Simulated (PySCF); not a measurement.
From one molecule to another.

First species: C₃H₁₃NOSi₃.
SMILES: `CC(=O)N[Si](C)([SiH3])[SiH3]`

Second species: C3H12N2OSi2.
SMILES: `NCCC(=O)[Si@H](N)[SiH3]`

Levels: PBE0/pcSseg-1 for HOMO energy, LUMO energy and HOMO–LUMO gap. Geometries: GFN2-xTB. Each species is one conformer at its optimised geometry, gas phase, non-relativistic unless stated; the electronic structure was computed with PySCF and density fitting.

Dipoles, sizes and rotational constants follow the conformer. The torsions of the flexible species, by atom-mapped SMILES:
- `[CH3:1][C:2](=[O:3])[NH:4][Si:5]([CH3:6])([SiH3:7])[SiH3:8]`: C1–C2–N4–Si5 180°, C2–N4–Si5–C6 180°

The conformers of `NCCC(=O)[Si@H](N)[SiH3]` aren't listed.

```
     property  column X  column Y
  HOMO energy  -6.22 eV  -7.43 eV
  LUMO energy  -1.17 eV  -0.56 eV
HOMO–LUMO gap   5.05 eV   6.87 eV
```

Q: Which column belongs to which species?

A: Column X is the second species and column Y the first. The first has 21 atoms and 88 electrons, the second 20 and 80.

Q: How does each property change from the first species to the second?

A: HOMO energy +1.21 eV; LUMO energy -0.61 eV; HOMO–LUMO gap -1.82 eV.

